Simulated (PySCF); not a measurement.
tin monoxide (OSn), SMILES [O]=[Sn] (connectivity only; charge and spin as stated), neutral, multiplicity 1.

The structure is a stationary point at PBE0-D3(BJ)/def2-TZVP. The def2 effective core potentials stand for the cores of Sn; spin–orbit coupling is left out.

All values below come from ωB97X/def2-TZVPD (PySCF).

The molecule is in vacuum.

```json
{
 "total_energy": "-289.56981 hartree",
 "point_group": "C∞v",
 "highest_occupied_level": "-9.97 eV",
 "lowest_empty_level": "-0.51 eV",
 "orbital_gap": "9.46 eV",
 "dipole_moment": "4.60 D",
 "quadrupole, principal values (traceless, Buckingham form, about the centre of nuclear charge)": "-10.44, 5.22, 5.22 D·Å",
 "mean_static_polarisability": "41.5 bohr³ (6.15 Å³)",
 "polarisability_principal_values": "36.5, 36.5, 51.6 bohr³"
}
```
